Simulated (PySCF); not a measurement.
An unknown gives this computed stick spectrum. The calculation used TDDFT CAM-B3LYP/def2-SVPD, vertical, gas phase, core orbitals frozen in the response (PySCF). Geometries: GFN2-xTB, one conformer each.

```
state  E (eV)       f  main configurations (H = HOMO, L = LUMO)
   S1    6.37  0.0008    H→L+5 (20%), H→L+1 (18%), H→L+11 (13%)
   S2    6.51   0.023                                 H→L (69%)
   S3    6.67  0.0037                   H→L+1 (70%), H→L+5 (9%)
   S4    6.75   0.029   H-2→L+1 (16%), H-1→L (12%), H-2→L (11%)
   S5    6.79  0.0087     H-1→L+6 (11%), H→L (9%), H-1→L+2 (9%)
   S6    6.82  0.0031  H-2→L+1 (32%), H-1→L+4 (10%), H-2→L (8%)
   S7    6.94   0.197    H-2→L (50%), H-2→L+1 (16%), H-1→L (9%)
   S8    7.24  0.0050                H-1→L+1 (36%), H-1→L (27%)
```

Orbital energies (eV): HOMO-3 -10.06, HOMO-2 -9.48, HOMO-1 -9.21, HOMO -8.71, LUMO 0.53, LUMO+1 0.75, LUMO+2 1.19.

Question: Which structure fits? All have the formula C4H12Si3.
A. `[SiH3][SiH]([C@@H](C#C)C)[SiH3]`
B. `[SiH2]1[Si@@H](C=C[SiH2]C1)C`
C. `[SiH3]/C=C\[SiH2][SiH]1CC1`
D. `[SiH3]C#C[SiH2]CC[SiH3]`
E. `C=C[SiH2]/C([SiH3])=C/[SiH3]`

Answer: A. Its S1, at 6.37 eV, is the highest among the candidates; the nearest of the others has S1 at 5.71 eV. S1 is HOMO→LUMO+5 (20%), HOMO→LUMO+1 (18%), HOMO→LUMO+11 (13%). Löwdin shares by element: HOMO carbon 73% or more, silicon 10% or more (atoms not listed hold the other 17%); LUMO silicon 64%, hydrogen 9% or more (atoms not listed hold the other 27%). At the same level the other candidates give, for their lowest levels:
- `[SiH3]/C=C\[SiH2][SiH]1CC1`: 5.24 eV (f 0.000); 5.72 eV (f 0.052); 5.93 eV (f 0.139); 6.12 eV (f 0.104); 6.22 eV (f 0.204); T1 3.94 eV; HOMO -8.03, LUMO -0.13 eV
- `C[Si@@H]1C=C[SiH2]C[SiH2]1`: 5.71 eV (f 0.001); 6.50 eV (f 0.251); 6.76 eV (f 0.023); 6.83 eV (f 0.029); 6.92 eV (f 0.003); T1 4.12 eV; HOMO -8.95, LUMO 0.38 eV
- `[SiH3]C#C[SiH2]CC[SiH3]`: 5.66 eV (f 0.000); 5.90 eV (f 0.005); 5.91 eV (f 0.001); 7.12 eV (f 0.162); 7.46 eV (f 0.014); T1 4.72 eV; HOMO -9.11, LUMO 0.53 eV
- `C=C[SiH2]/C([SiH3])=C/[SiH3]`: 4.92 eV (f 0.000); 6.26 eV (f 0.407); 6.53 eV (f 0.004); 6.64 eV (f 0.001); 7.13 eV (f 0.047); T1 3.90 eV; HOMO -9.02, LUMO -0.17 eV

The values belong to the conformer `[CH:1]#[C:2][C@@H:3]([CH3:4])[SiH:5]([SiH3:6])[SiH3:7]`: C2–C3–Si5–Si6 -69°.
Triplets come from the Tamm–Dancoff approximation.
